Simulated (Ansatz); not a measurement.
Geometry optimisation, RKS B3LYP/def2-SVP (Ansatz 0.2.0).

Input:

```yaml
crystal:
  periodic: [false, false, false]
  atoms:
    - { symbol: "N", position_ang: [-0.6933, 0.3831, -0.4816] }
    - { symbol: In, position_ang: [0.7193, 0.0096, 0.3237] }
    - { symbol: Cl, position_ang: [1.98178, 0.93914, 0.64172] }
    - { symbol: H, position_ang: [-0.7528, -0.1046, -1.3849] }
    - { symbol: H, position_ang: [-1.6041, 0.2282, 0.0427] }
    - { symbol: H, position_ang: [0.74864, -0.90893, 0.46825] }
basis:
  gaussian: { orbitals: def2-SVP }
hamiltonian:
  xc: b3lyp
relax:
  f_tol: 0.015
  max_steps: 40
```

Run as:

```bash
$ ansatz run input.yaml --threads 1 --pin off --max-ram 2048MiB --backend cpu --events-out ev --progress --plain --runs-dir out
```

Question: Where does it end, and by what steps?

Answer: It converged. After 17 steps the energy has fallen by 32.253 eV; H4 moved furthest, 1.25 Å. The start is strongly strained (largest force component 70 eV/Å).

```
step  energy less start (eV)  largest force component (eV/Å)  accepted
   0                  0.0000                          70.419       yes
   1                -19.0765                          28.309       yes
   2                -27.6119                          11.702       yes
   3                -30.6707                           4.141       yes
   4                -31.6314                           1.320       yes
   5                -31.8872                           0.544       yes
   6                -31.9298                           0.656       yes
   7                -31.9477                           0.221       yes
   8                -31.9844                           0.292       yes
   9                -32.0446                           0.538       yes
  10                -32.1232                           0.607       yes
  11                -32.1872                           0.488       yes
  12                -32.2346                           0.316       yes
  13                -32.2495                           0.263       yes
  14                -32.2477                           0.237        no
  15                -32.2525                           0.082       yes
  16                -32.2527                           0.038       yes
  17                -32.2527                           0.006       yes
```

```xyz
6
Properties=species:S:1:pos:R:3
N -1.015 0.345 -0.464
In 0.701 -0.279 0.411
Cl 2.409 1.356 0.150
H -0.970 1.099 -1.145
H -1.745 -0.317 -0.714
H 1.019 -1.658 1.372
```

The run took 30 s on 1 thread of AMD EPYC 9R45 96-Core Processor (Zen 5), with other jobs on the host, peak memory 0.17 GiB.
